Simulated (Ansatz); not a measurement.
## Ligand exchange: C2H10OSi2 + SnH(CH3)2(OH) → CH8O2Si2 + SnH(CH3)3

Species: C2H10OSi2 `C[SiH2]C[SiH2]O`, singlet; SnH(CH3)2(OH), singlet; CH8O2Si2 `O[SiH2]C[SiH2]O`, singlet; SnH(CH3)3, singlet. The partners trade CH3 for OH: Si–CH3 and Sn–OH bonds give way to Si–OH and Sn–CH3.

Shapes, held fixed at every level: PBE0-D4/def2-TZVP. Flexible molecules stand in one conformer, not always the lowest. Programs: Ansatz 0.2.0. Electronic energies: no zero-point or thermal term.

```
               level                    kind  ΔE (kJ/mol)  less CCSD(T)/def2-TZVPP
   PBE-D4/def2-TZVPP                     GGA        -54.6                    +11.5
r2SCAN-D4/def2-TZVPP                meta-GGA        -59.4                     +6.7
  PBE0-D4/def2-TZVPP           global hybrid        -60.1                     +6.0
  wB97M-V/def2-TZVPP  range-separated hybrid        -63.3                     +2.8
  wB97X-V/def2-TZVPP  range-separated hybrid        -59.6                     +6.5
   B2PLYP/def2-TZVPP           double hybrid        -62.1                     +4.0
      MP2/def2-TZVPP     perturbation theory        -68.8                     -2.7
  CCSD(T)/def2-TZVPP   coupled cluster or CI        -66.1                      0.0
```

The highest level, CCSD(T)/def2-TZVPP, gives ΔE = -66.1 kJ/mol; the levels span -68.8 to -54.6. The column of differences is taken from that level and isn't an error. No measured value is set beside it here. For atoms past krypton def2 sets carry core potentials with scalar relativity. Correlated rows may include outer-core shells of Sn, which these sets cover unevenly.
